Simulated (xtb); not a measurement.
Si(Cl)(Br)(Me)(OH) (CH4BrClOSi), SMILES C[Si](O)(Cl)Br. All values are semi-empirical tight-binding results from xtb (GFN2-xTB unless named), good for trends rather than for accurate numbers. Geometry: GFN2-xTB. The structure was generated by enumeration, and PubChem lists no compound with its InChIKey, so it may never have been made. The values are those of a single conformer.

The orbital gap comes out as 6.66 eV, the zero-point energy is 33.3 kcal/mol and the G − E(el) at 298.15 K (modified RRHO) is 11.8 kcal/mol. The static polarisability (D4 model) is 82.3 bohr³ and the solvation energy, GFN2-xTB/ALPB(water) comes out as -5.6 kcal/mol. The solvation energy, GFN2-xTB/ALPB(thf) comes out as -9.5 kcal/mol.
